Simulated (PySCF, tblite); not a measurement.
Compound: C₅H₉ClOSi₂.
Structure used (GFN2-xTB), in Å, numbered top down from 1:
```xyz
18
C5H9ClOSi2 angstrom
Cl     3.830    2.227   -1.191
C      3.610    0.486   -0.743
C      2.254    0.240   -0.335
C      1.106    0.125    0.003
C     -0.268   -0.089    0.366
C     -0.855   -1.332   -0.338
Si    -2.751   -1.115   -0.388
O     -2.803    0.524   -0.280
Si    -1.439    1.393   -0.033
H      3.870   -0.094   -1.630
H      4.317    0.285    0.063
H     -0.310   -0.251    1.450
H     -0.466   -1.370   -1.358
H     -0.516   -2.243    0.156
H     -3.439   -1.640    0.788
H     -3.361   -1.469   -1.662
H     -1.680    2.244    1.124
H     -1.106    2.085   -1.270
```

Jobs on this species (18 atoms, 92 electrons) with PySCF (density fitting) and tblite. Hardware of each: one thread, Intel Xeon at 2.50 GHz (x86_64), no GPU, shared host. Other jobs ran on the host; a repeat could differ by tens of per cent or more.

```tsv
level and settings	work	basis functions	SCF cycles	wall time
GFN2-xTB	L-BFGS relaxation	–	–	?
PBE0/pcSseg-1	shieldings, ring-centre shieldings, charges and field gradients	219	15	1.9 min
GFN2-xTB	Hessian by finite differences	–	–	2.8 s
```

Task: Fill in the missing figures.

Result: 
- GFN2-xTB; L-BFGS relaxation: 3.0 s

Task: What do all jobs in the table cost together?

Result: About 2.0 min; the longest takes about 95 % of that, and about 41 times as long as the shortest.
